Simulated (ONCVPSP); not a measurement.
# An all-electron radial function and its pseudo partner (Al)

Columns: radius, all-electron u(r) and pseudo u(r) of the 3s shell (level -19.15 eV) of aluminium in the configuration [Ne] 3s1.5; PBEsol, scalar-relativistic, ONCV scheme, ONCVPSP 4.0.1.

```csv
r (bohr),all-electron,pseudo
0.098,0.1381,0.0257
0.195,-0.0793,0.0509
0.292,-0.2570,0.0763
0.390,-0.3308,0.1039
0.488,-0.3157,0.1353
0.585,-0.2432,0.1714
0.682,-0.1388,0.2121
0.780,-0.0192,0.2565
0.878,0.1022,0.3025
0.975,0.2166,0.3488
1.072,0.3209,0.3961
1.170,0.4139,0.4462
1.268,0.4935,0.4988
1.365,0.5592,0.5520
1.463,0.6130,0.6034
1.560,0.6547,0.6479
1.658,0.6861,0.6830
1.755,0.7076,0.7068
1.852,0.7204,0.7203
1.950,0.7254,0.7253
2.047,0.7234,0.7234
2.145,0.7155,0.7155
2.242,0.7027,0.7027
2.340,0.6855,0.6855
2.438,0.6648,0.6648
2.535,0.6416,0.6416
```

Q: How many radial nodes do the two functions have?

A: The all-electron 3s function has n − l − 1 = 2; the pseudo-wave has 0, since the states of the same l below it are removed with the core.

Q: At about which radius was the pseudo-wave matched?

A: 1.95 bohr. The columns agree to 0.0005 from 1.85 bohr on; several derivatives are matched, so the curves merge somewhat inside the radius.

Q: Where does each function peak?

A: Outermost all-electron maximum near 1.95 bohr, pseudo maximum near 1.95 bohr (to the table’s step).

Q: Is the pseudo-wave norm-conserving?

A: Yes: the ONCV scheme keeps the norm inside the radius equal to the all-electron one, which fixes the energy derivative of the logarithmic derivative at the level.
